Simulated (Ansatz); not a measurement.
Mulliken charges of H3SeSi, SMILES `[SiH2][SeH]` radical from PBE/def2-TZVPP in Ansatz (PBE0-D4/def2-TZVP geometry).

| atom | x (Å) | y (Å) | z (Å) | charge (e) |
| --- | --- | --- | --- | --- |
| Si1 | 0.061 | -0.792 | 0.206 | 0.103 |
| Se2 | 0.777 | 1.182 | -0.662 | -0.116 |
| H3 | -1.304 | -0.656 | 0.792 | -0.025 |
| H4 | 0.034 | -1.731 | -0.949 | -0.029 |
| H5 | 0.483 | 1.923 | 0.572 | 0.067 |

Problem. By hand: the dipole of these point charges (1 e Å = 4.8032 D).

Solution. Σ q r = (-0.020, -0.023, 0.144) e Å, of length 0.147 e Å = 0.71 D.

Problem. How does the dipole of the full density compare? (An estimate is asked.)

Solution. The calculation gave: (-0.047, 0.034, 0.105) e Å, 0.58 D; the point charges give 1.22 times that, at 30° from its direction.

Point charges leave out the atoms' own dipoles, such as those of lone pairs, and Mulliken's split depends on the basis, so the two needn't agree.
